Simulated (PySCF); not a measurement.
```xyz
3

Zn     0.0000     0.0802     0.0000
H     -1.4506    -0.4527     0.0000
H      1.4506     0.6132     0.0000
```

Charge 0, multiplicity 1.

Q: Give the Mulliken and meta-Löwdin atomic charges from TPSSh-D3(BJ)/def2-TZVP // PBE0-D3(BJ)/def2-TZVP run with PySCF.

A: 
```
atom  Mulliken (e)  meta-Löwdin (e)
----  ------------  ---------------
Zn1           0.11             0.88
H2           -0.05            -0.44
H3           -0.05            -0.44
```
